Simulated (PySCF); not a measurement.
A PySCF script (with the pyscf-properties extension) for the NMR shieldings of SMILES CC(C)C[SiH2][SiH2][SiH2]F, C4H15FSi3, on a GFN2-xTB geometry:

```python
import basis_set_exchange as bse
import numpy as np
from pyscf import gto, dft
from pyscf.prop import nmr

atoms = """
C    -1.858238   -1.172488    1.390841
C    -1.923336   -0.367532    0.097230
C    -2.908547    0.790786    0.255732
C    -0.542658    0.162036   -0.294968
Si    0.717650   -1.141803   -0.878650
Si    2.691632   -0.044826   -1.429644
Si    3.586349    1.316848    0.209010
F     2.344278    1.730717    1.167179
H    -2.849691   -1.521677    1.672179
H    -1.210799   -2.037687    1.276717
H    -1.470553   -0.554770    2.198658
H    -2.289696   -1.022367   -0.702059
H    -2.563741    1.475644    1.028081
H    -3.005926    1.345025   -0.675790
H    -3.892742    0.422450    0.538446
H    -0.671270    0.886280   -1.104934
H    -0.130601    0.721732    0.547848
H     0.969136   -2.140099    0.173706
H     0.104896   -1.890934   -1.988931
H     2.531220    0.757814   -2.656808
H     3.733189   -1.015404   -1.808003
H     4.124957    2.621452   -0.168084
H     4.509739    0.705787    1.162323
"""
names = dict.fromkeys(["C", "Si", "F", "H"], "pcSseg-1")
basis = {el: gto.basis.parse(bse.get_basis(n, elements=[el], fmt="nwchem")) for el, n in names.items()}
mol = gto.M(atom=atoms, basis=basis, charge=0, verbose=0)
mf = dft.RKS(mol, xc="PBE0")
mf.grids.level = 2
mf.grids.alignment = dft.numint.BLKSIZE   # the property module wants whole blocks of grid points
mf.conv_tol = 1e-9
mf.kernel()

calc = nmr.RKS(mf)   # GIAO
C = mf.mo_coeff
Co = C[:, mf.mo_occ > 0]
resp = mf.gen_response(singlet=True, hermi=2)
def vind(x):   # induced exchange potential for any number of trial vectors
    d = np.einsum("pi,xij,qj->xpq", C, 2 * x.reshape(-1, C.shape[1], Co.shape[1]), Co, optimize=True)
    return np.einsum("xpq,pi,qj->xij", resp(d - d.transpose(0, 2, 1)), C, Co, optimize=True).ravel()
mo1, _ = nmr.rhf.solve_mo1(calc, with_cphf=vind)
sigma = calc.kernel(mo1)
for i, s in enumerate(sigma):   # ppm
    w = np.linalg.eigvalsh((s + s.T) / 2)
    print("%2d %-2s iso %8.1f  s11 %8.1f  s22 %8.1f  s33 %8.1f" % (i, mol.atom_pure_symbol(i), w.mean(), *w))
```

Question: What are the results?

Answer: 
```
 0 C  iso    162.1  s11    147.4  s22    153.9  s33    185.1
 1 C  iso    155.2  s11    148.1  s22    154.7  s33    162.8
 2 C  iso    156.7  s11    134.8  s22    148.5  s33    186.9
 3 C  iso    163.3  s11    145.9  s22    151.1  s33    193.0
 4 Si iso    422.0  s11    388.7  s22    404.2  s33    473.1
 5 Si iso    481.9  s11    463.6  s22    484.0  s33    498.0
 6 Si iso    331.5  s11    238.0  s22    317.9  s33    438.5
 7 F  iso    432.4  s11    366.3  s22    462.9  s33    468.0
 8 H  iso     30.6  s11     26.2  s22     27.9  s33     37.8
 9 H  iso     30.2  s11     24.7  s22     30.3  s33     35.7
10 H  iso     31.2  s11     28.0  s22     29.4  s33     36.1
11 H  iso     30.2  s11     26.3  s22     29.3  s33     35.0
12 H  iso     30.8  s11     27.6  s22     29.2  s33     35.6
13 H  iso     30.5  s11     26.2  s22     28.5  s33     37.0
14 H  iso     30.5  s11     25.8  s22     27.8  s33     37.8
15 H  iso     30.8  s11     25.0  s22     32.0  s33     35.5
16 H  iso     30.9  s11     25.4  s22     31.1  s33     36.2
17 H  iso     27.4  s11     23.5  s22     27.2  s33     31.6
18 H  iso     27.7  s11     23.8  s22     26.2  s33     33.0
19 H  iso     28.3  s11     24.9  s22     25.9  s33     34.2
20 H  iso     28.6  s11     25.0  s22     25.7  s33     35.1
21 H  iso     25.8  s11     22.3  s22     24.4  s33     30.8
22 H  iso     25.9  s11     22.4  s22     24.6  s33     30.8
```

These numbers come from an equivalent density-fitted implementation of the same equations, which agrees with the script to about 0.01 ppm for H and up to a few tenths of a ppm for heavy atoms, so last digits may differ.

Question: Turn these shieldings into chemical shifts. References, each an isolated molecule treated in the same way: 13C (σ = 186.93 ppm) and 29Si (σ = 349.16 ppm) and 1H (σ = 31.72 ppm) against TMS; 19F (σ = 170.95 ppm) vs CFCl3.

Answer: Averaging equivalent atoms: C 1: 31.7; C 0/2: 27.5; C 3: 23.6; Si 6: 17.7; Si 4: -72.8; Si 5: -132.7; F 7: -261.5; H 21/22: 5.83; H 17/18: 4.17; H 19/20: 3.25; H 11: 1.52; H 8/9/10/12/13/14: 1.06; H 15/16: 0.84 ppm. Unscaled 19F shifts against computed CFCl3 carry errors that often reach 10 to 50 ppm.

Size and cost of the density-fitted run: 232 basis functions, 51 s wall time on 1 thread of an Arm Neoverse V2, shared host; peak memory 1.1 GiB.
